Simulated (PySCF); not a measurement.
**How methods differ on the ionisation energy of Cr(4+)**

Cr(4+) [Ar] 3d2 (3F) → Cr(5+) [Ar] 3d1 (2D), as a difference of total energies. Computed with PySCF 2.14 in an uncontracted even-tempered set (20 s from 0.13 bohr⁻², ratio 2.5; 13 p from 0.17 bohr⁻², ratio 2.5; 10 d from 0.17 bohr⁻², ratio 2.5; 5 f from 0.64 bohr⁻², ratio 2.7; 5 g from 0.96 bohr⁻², ratio 2.7), with scalar relativity by spin-free X2C-1e. Correlated levels: outer shells: [Ne] frozen; virtual orbitals above 40 to 60 times the deepest correlated orbital energy dropped. The calculations carry no spin-orbit coupling.

```
                method  ionisation energy (eV)
                   UHF                  68.671
                   LDA                  69.833
                   PBE                  69.752
                  PBE0                  69.748
                r2SCAN                  69.902
    MP2 (outer shells)                  69.257
SCS-MP2 (outer shells)                  69.174
```

Q: How much does correlation contribute at MP2 (outer shells)?

A: 69.257 − (68.671) = 0.586 eV, measured against UHF.

A first-order spin-orbit estimate (lowest level to lowest level, LS coupling) adds 0.013 eV.

For comparison: 69.46 ± 0.04 eV (semi-empirical (NIST evaluation); NIST Atomic Spectra Database, ionization energies).
